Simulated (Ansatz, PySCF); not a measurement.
C₄H₇O, SMILES C[CH]C(C)=O, multiplicity 2. Atoms are numbered in the order given.

```xyz
12

C     -2.0143     0.3741    -0.0359
C     -0.6595     0.4417     0.5670
C      0.4954    -0.1456    -0.0873
C      1.8427    -0.0253     0.6064
O      0.3836    -0.7242    -1.1744
H     -1.9715    -0.1643    -0.9926
H     -2.4250     1.3865    -0.2043
H     -2.7247    -0.1366     0.6398
H     -0.5225     0.9471     1.5302
H      1.8100    -0.4898     1.6056
H      2.6092    -0.5208    -0.0027
H      2.1143     1.0339     0.7476
```
Charge 0, spin multiplicity 2.

Geometry: TPSSh-D3(BJ)/def2-SVP. The isomer is the one that the SMILES or the coordinates give; other isomers of the formula were not compared. One conformer was computed; it need not be the lowest.

Two levels are set side by side: PBE-D3(BJ)/def2-SVP (Ansatz, a quantum-chemistry and plane-wave program) and TPSSh-D3(BJ)/def2-SVP (PySCF). Each level has its own optimised geometry; the coordinates shown are those of the second. Frequencies come from the Hessian of PySCF at each geometry. Differences are taken from unrounded values.

| quantity | TPSSh-D3(BJ) | PBE-D3(BJ) | PBE-D3(BJ) minus TPSSh-D3(BJ) |
|---|---|---|---|
| mean bond length (Å) | 1.218 | 1.224 | 0.006 |
| bond C1–C2 (Å) | 1.484 | 1.481 | -0.004 |
| bond C2–C3 (Å) | 1.452 | 1.456 | 0.005 |
| bond C3–C4 (Å) | 1.520 | 1.523 | 0.002 |
| bond C3–O5 (Å) | 1.236 | 1.243 | 0.006 |
| bond C1–H6 (Å) | 1.099 | 1.107 | 0.008 |
| bond C1–H7 (Å) | 1.106 | 1.114 | 0.008 |
| bond C1–H8 (Å) | 1.105 | 1.114 | 0.008 |
| bond C2–H9 (Å) | 1.096 | 1.104 | 0.008 |
| bond C4–H10 (Å) | 1.102 | 1.110 | 0.008 |
| bond C4–H11 (Å) | 1.097 | 1.105 | 0.008 |
| bond C4–H12 (Å) | 1.103 | 1.110 | 0.008 |
| highest harmonic wavenumber (cm⁻¹) | 3164 | 3106 | -58 |
| mean harmonic wavenumber (cm⁻¹) | 1440 | 1400 | -40 |
| zero-point energy (kcal/mol) | 61.76 | 60.04 | -1.72 |

GGA bonds tend to be longer and softer than those of functionals with exact exchange. Differences between two approximate levels are no errors against the true value.
